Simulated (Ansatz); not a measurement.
Two isomers of C3H6OSe: A = `OC1CC[Se]1`, B = `CO/C=C\[SeH]`.

Computed with Ansatz on PBE0-D4/def2-TZVP structures; ΔE is electronic, products minus reactants. CCSD(T)/CBS adds triple-zeta CCSD(T) − MP2 to the extrapolated MP2 energy (def2 sets, frozen cores). DFT in def2-TZVPP. B3LYP here is the variant with VWN-RPA as its local correlation; programs differ in this. For Se outer-core shells are correlated without core-valence functions, which leaves a few kJ/mol of doubt a bond. Scalar relativity is left out up to krypton. Each species was taken in one conformer, which may not be the lowest.

A:

Z-matrix (Å, degrees):
```
C
C 1 1.525
Se 1 2.529 2 52.4
C 1 1.528 2 100.0 3 -20.3
H 1 1.093 2 112.3 3 -143.2
H 1 1.091 2 109.7 3 95.8
O 2 1.389 1 109.8 3 116.8
H 2 1.093 1 116.3 3 -114.6
H 4 1.088 1 116.1 2 137.9
H 4 1.088 1 113.9 2 -92.3
H 7 0.961 2 109.2 1 -170.3
```

B:

Z-matrix (Å, degrees):
```
C
O 1 1.409
H 1 1.095 2 111.2
H 1 1.089 2 106.9 3 119.1
H 1 1.096 2 111.1 3 -121.9
C 2 1.350 1 115.3 3 64.9
C 6 1.327 2 121.6 1 -168.5
H 6 1.088 2 116.7 1 12.9
Se 7 1.893 6 121.5 2 0.9
H 7 1.079 6 120.3 2 -177.5
H 9 1.467 7 94.0 6 175.4
```

**Question.** Which is lower in electronic energy at CCSD(T)/CBS, and by how much? (Best estimate.)

**Answer.** Ansatz gave: A, by 15.3 kcal/mol.

**Question.** Give E(B) − E(A) in kcal/mol with CCSD/def2-TZVPP, B2PLYP, HF/def2-TZVPP, B3LYP-D4, B3LYP, CCSD(T)/def2-TZVPP, r2SCAN-D4. (Estimate.)

**Answer.** Computed: CCSD/def2-TZVPP 14.0, B2PLYP 11.4, HF/def2-TZVPP 7.3, B3LYP-D4 9.8, B3LYP 8.6, CCSD(T)/def2-TZVPP 14.4, r2SCAN-D4 12.6. None reverses the order clearly.

Largest T1 diagnostic: 0.011.

The D4 term adds +1.2 kcal/mol with B3LYP and +0.5 kcal/mol with PBE0; it sums over pairs of atoms, weighted by their polarisabilities, and B3LYP, whose exchange is more repulsive, gets the larger term. In def2-TZVPP, CCSD(T) changes the Hartree–Fock value by +7.1 kcal/mol (the triples alone add +0.4 kcal/mol) and MP2 by +9.9 kcal/mol.
